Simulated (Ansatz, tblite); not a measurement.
Cost and result up the ladder for Zr(OH)2Cl2 (ZrCl₂O₂H₂) (7 atoms). The state is a singlet with charge 0. Geometry: r2SCAN-D4/def2-SVP.

```xyz
7

Zr    0.0353    0.4024   -0.0951
O    -0.7310   -0.9169   -1.2300
H    -1.0970   -1.6524   -1.7263
O     0.6170   -0.3816    1.5368
H     0.8757   -0.8692    2.3220
Cl   -1.6018    2.0486    0.3833
Cl    1.9018    1.3691   -1.1907
```

Ansatz on 4 threads of Arm Neoverse V2 on a shared host; xTB runs through tblite on one thread. Times are rough, summed over both states, and most runs start from the orbitals of an earlier one. No level here is sound enough to serve as a yardstick. The other state is a triplet.

In the def2 sets Zr takes a core potential; there is no spin–orbit coupling. The xTB rows come from tblite. HOMO above LUMO, or a gap near zero within one spin, warns that the state may not be the lowest or that an electron is smeared out.

xTB has no spin-polarisation term.

```json
{"level": "GFN2-xTB", "functions": "37", "wall time": "0.01 s"}
{"level": "GFN1-xTB", "functions": "39", "wall time": "0.012 s"}
{"level": "PBE-D4/def2-TZVP", "functions": "188", "wall time": "9.7 s"}
{"level": "r2SCAN-D4/def2-TZVP (with forces)", "functions": "188", "wall time": "23 s"}
```

Problem. Estimate what each level gives for the vertical triplet (eV).

Solution. 
| level | vertical triplet (eV) | remarks |
| --- | --- | --- |
| GFN2-xTB | 4.20 | – |
| GFN1-xTB | 4.38 | – |
| PBE-D4/def2-TZVP | 5.56 | gap within one spin near zero (triplet) |
| r2SCAN-D4/def2-TZVP (with forces) | 5.79 | – |
